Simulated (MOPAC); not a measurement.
MOPAC input (PM7):

```
PM7 1SCF GEO-OK AUX(PRECISION=9) THREADS=1
HCuO

Cu   -0.32601300 1   -0.14402200 1   -0.24774000 1
O     1.05651000 1    0.35830300 1    0.78178700 1
H     1.00228900 1    1.31020400 1    0.93017100 1
```

Output:

```
 *******************************************************************************
 **                                                                           **
 **                              MOPAC v23.2.5                                **
 **                                                                           **
 *******************************************************************************
 ** MOPAC's Digital Object Identifier: https://doi.org/10.5281/zenodo.6511958 **
 **                                                                           **
 ** Please cite the open-source release paper for use of this MOPAC version:  **
 ** J. E. Moussa and J. J. P. Stewart (2026)                                  **
 ** MOPAC: An open-source semiempirical molecular orbital program             **
 ** J. Open Source Softw., 11(119), 8025, https://doi.org/10.21105/joss.08025 **
 *******************************************************************************

                              PM7 CALCULATION RESULTS

 *******************************************************************************
 *  PM7        - The PM7 Hamiltonian to be used
 *  GEO-OK     - OVERRIDE INTERATOMIC DISTANCE AND OTHER SAFETY CHECKS
 *  1SCF       - DO 1 SCF AND THEN STOP
 *  AUX        - OUTPUT AUXILIARY INFORMATION
 *******************************************************************************
PM7 1SCF GEO-OK AUX(PRECISION=9) THREADS=1
 HCuO

   ATOM   CHEMICAL          X               Y               Z
  NUMBER   SYMBOL      (ANGSTROMS)     (ANGSTROMS)     (ANGSTROMS)

     1      Cu         -0.32601300  *  -0.14402200  *  -0.24774000  *
     2       O          1.05651000  *   0.35830300  *   0.78178700  *
     3       H          1.00228900  *   1.31020400  *   0.93017100  *

          CARTESIAN COORDINATES

    NO.       ATOM           X           Y           Z

     1        Cu         -0.3260     -0.1440     -0.2477
     2         O          1.0565      0.3583      0.7818
     3         H          1.0023      1.3102      0.9302

 General Reference for PM7:
 "Optimization of Parameters for Semiempirical Methods VI: More Modifications to the
 NDDO Approximations and Re-optimization of Parameters", J. J. P. Stewart, J. Mol. Mod., 1:32, 19 (2013)
 https://link.springer.com/article/10.1007/s00894-012-1667-x

           Empirical Formula: H O Cu  =     3 atoms

      MOLECULAR POINT GROUP   :   Cs

      RHF CALCULATION, NO. OF DOUBLY OCCUPIED LEVELS = 9

 -------------------------------------------------------------------------------
 PM7 1SCF GEO-OK AUX(PRECISION=9) THREADS=1
 HCuO

     1SCF WAS SPECIFIED, SO BFGS WAS NOT USED
     SCF FIELD WAS ACHIEVED

                              PM7 CALCULATION
                                                       MOPAC v23.2.5 Linux

          FINAL HEAT OF FORMATION =          1.51756 KCAL/MOL =       6.34945 KJ/MOL

          COSMO AREA              =         56.66 SQUARE ANGSTROMS
          COSMO VOLUME            =         36.88 CUBIC ANGSTROMS

          IONIZATION POTENTIAL    =          8.576248 EV
          HOMO LUMO ENERGIES (EV) =         -8.576  2.773
          NO. OF FILLED LEVELS    =          9
          MOLECULAR WEIGHT        =         80.5533         POINT GROUP:  Cs

          MOLECULAR DIMENSIONS (Angstroms)

            Atom       Atom       Distance
            H     3   Cu     1     2.29491
            O     2   Cu     1     0.71499
            H     3   Cu     1     0.00000

          SCF CALCULATIONS        =          1

   ATOM   CHEMICAL          X               Y               Z
  NUMBER   SYMBOL      (ANGSTROMS)     (ANGSTROMS)     (ANGSTROMS)

     1      Cu         -0.32601300  *  -0.14402200  *  -0.24774000  *
     2       O          1.05651000  *   0.35830300  *   0.78178700  *
     3       H          1.00228900  *   1.31020400  *   0.93017100  *

                             CARTESIAN COORDINATES

   1   Cu       -0.326013000    -0.144022000    -0.247740000
   2    O        1.056510000     0.358303000     0.781787000
   3    H        1.002289000     1.310204000     0.930171000

           Empirical Formula: H O Cu  =     3 atoms

      MOLECULAR POINT GROUP   :   Cs

                  EIGENVALUES
 -24.80102 -13.62609 -10.99694  -9.59444  -8.64155  -8.64136  -8.60079  -8.59497
  -8.57625   2.77319   7.65544  28.91811  28.93641  29.86135

              NET ATOMIC CHARGES AND DIPOLE CONTRIBUTIONS

  ATOM NO.   TYPE          CHARGE      No. of ELECS.   s-Pop       p-Pop       d-Pop
    1         Cu           0.663824       10.3362     0.29882     0.03765     9.99970
    2          O          -0.962698        6.9627     1.86233     5.10037
    3          H           0.298874        0.7011     0.70113
 DIPOLE           X         Y         Z       TOTAL
 POINT-CHG.    -4.486    -0.235    -3.070     5.441
 HYBRID        -0.384     0.125    -0.235     0.467
 SUM           -4.870    -0.110    -3.304     5.886

          ATOMIC ORBITAL ELECTRON POPULATIONS

     Atom    s        px        py        pz      x^2-y^2     xz        z^2       yz        xy
    1 Cu   0.29882   0.02030   0.00497   0.01238   1.99994   1.99983   2.00000   1.99998   1.99996
    2  O   1.86233   1.79472   1.40593   1.89973
    3  H   0.70113

 **********************
 *                    *
 * JOB ENDED NORMALLY *
 *                    *
 **********************

 == MOPAC DONE ==
```

The geometry given is a B3LYP-D3(BJ)/def2-TZVP minimum.
